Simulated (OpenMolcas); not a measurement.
**Pd3+: moving or changing the point charges**

Pd3+ among 8 point charges of -1.2 e arranged as a cube (Oh), 2.06 Å from the ion.
```
   1.1893    1.1893    1.1893  -1.20
   1.1893    1.1893   -1.1893  -1.20
   1.1893   -1.1893    1.1893  -1.20
   1.1893   -1.1893   -1.1893  -1.20
  -1.1893    1.1893    1.1893  -1.20
  -1.1893    1.1893   -1.1893  -1.20
  -1.1893   -1.1893    1.1893  -1.20
  -1.1893   -1.1893   -1.1893  -1.20
```

```yaml
Program: OpenMolcas 26.06
Method: CASSCF
Basis: ANO-RCC-VDZP [6s5p3d1f]
Scalar_Hamiltonian: DKH2, point nucleus
Active_space: 7 electrons in 5 orbitals (4d)
State_averaging: 2S+1 = 4 even, 10 roots; 2S+1 = 2 even, 40 roots
Spin-orbit_coupling: RASSI with atomic mean-field integrals over the reference wave functions
```

Runs around this geometry, states (labels of O, the rotations of Oh). Energies in cm-1 above the lowest state or level, χT in cm3 K/mol; 10Dq and B are least-squares fits to the states below 45000 cm-1, weighted by degeneracy, with a free offset, and given where the rms deviation is under 5 % of |10Dq| (or 100 cm-1) and under 700 cm-1; 10Dq is negative for this site.

| R (Å) | q (e) | Ground state | First state of that spin | 10Dq | B (rms of fit) | First gap with spin-orbit (degeneracies) | χT at 300 K | First state of another spin |
| --- | --- | --- | --- | --- | --- | --- | --- | --- |
| 2.06 | -0.96 | 4A2 | 4T2 3095 |  |  | 2432 (4, 4) | 3.976 | 2E 17795 |
| 1.92 | -1.2 | 4A2 | 4T2 5378 | -5128 | 985 (112) | 4561 (4, 4) | 3.378 | 2E 18308 |
| 2.06 | -1.2 | 4A2 | 4T2 3891 |  |  | 3159 (4, 4) | 3.739 | 2E 18020 |
| 2.19 | -1.2 | 4A2 | 4T2 2926 |  |  | 2280 (4, 4) | 4.031 | 2E 17760 |

Taking the first state of the same spin as R^-n, n = -ln(2926 / 5378) / ln(2.19 / 1.92) = 4.6 between the shortest and longest distance.

Scaling the charges by -0.96 / -1.2 = 0.80 scales the first state of the same spin by 3095 / 3891 = 0.80; with fixed orbitals a first-order splitting would follow the charge.

Without dynamic correlation the repulsion within the d shell is too large (B by tens of per cent), so at a given field states of lower spin stand too high. Point charges carry no covalency, so the field is a model and not that of real ligands. No measured value stands beside these numbers.
